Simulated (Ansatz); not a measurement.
CH2OS2Si, SMILES `O=C1[SiH2]SS1`. Total charge 0; spin multiplicity 1. All single points use the PBE0-D4/def2-TZVP geometry.

```xyz
7

O     1.526   -1.602    0.380
C     0.867   -0.724   -0.077
Si   -0.668    0.299    0.476
S    -0.497    1.345   -1.392
S     1.133    0.045   -1.695
H    -1.908   -0.501    0.628
H    -0.454    1.138    1.681
```

**Question.** What is the dipole moment at B3LYP/def2-TZVPP? (Estimate.)

**Answer.** Ansatz gave: 2.24 D, with components (-1.79, 1.13, 0.73) D in this frame, pointing from negative to positive charge.

**Question.** And with PBE, r2SCAN, ωB97M-V? (Estimate.)

**Answer.** Ansatz gave: PBE 2.01 D, r2SCAN 2.15 D, ωB97M-V 2.29 D.

**Question.** Give the Mulliken charges with B3LYP, r2SCAN, ωB97M-V in def2-TZVPP. (Estimate.)

**Answer.** The calculation gave: 
```csv
atom,B3LYP,r2SCAN,ωB97M-V
O1,-0.22,-0.25,-0.23
C2,0.08,0.10,0.07
Si3,0.40,0.44,0.30
S4,-0.20,-0.22,-0.17
S5,0.03,0.03,0.04
H6,-0.04,-0.05,0.00
H7,-0.04,-0.05,0.00
```

B3LYP here is the variant with VWN-RPA as its local correlation; programs differ in this.
